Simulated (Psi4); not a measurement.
CH5Si (SMILES C[SiH2]), doublet, geometry from GFN2-xTB. Base run: PBE0/STO-3G run with Psi4 1.11.

Geometry (Å):
```xyz
7

C     -1.1924    -0.1678     0.1283
Si     0.6644     0.0850    -0.1430
H     -1.7778     0.5724    -0.4102
H     -1.5134    -1.1506    -0.2061
H     -1.4453    -0.0816     1.1844
H      1.1118     1.4318     0.1904
H      1.4783    -0.9556     0.4732
```
Charge 0, spin multiplicity 2.
Orbitals are unrestricted.
All else is at Psi4's defaults (density fitting).
Base energy -326.54193 Eh.

Each row names what was changed in the base input (with any setting that the change needs).

```tsv
change	ΔE vs base (mEh)	SCF cycles	grid points	basis functions
base	0.000	7	150354	19
dft_radial_points = 50	0.064	7	101671	19
soscf = true	0.000	5	150354	19
dft_nuclear_scheme = stratmann	0.000	7	140406	19
scf_type = pk	0.915	7	150354	19
dft_spherical_points = 590	0.001	7	293422	19
dft_spherical_points = 434	0.001	7	215918	19
scf_type = mem_df	0.000	7	150354	19
damping_percentage = 20	0.000	13	150354	19
diis_max_vecs = 3	0.000	10	150354	19
e_convergence = 1e-8	0.000	8	150354	19
guess = sadno	0.000	8	150354	19
dft_basis_tolerance = 1e-8	0.000	7	148507	19
```

Open shells are given as the SCF converged; they aren't shown to be the lowest states, and a large step between rows can be another state.
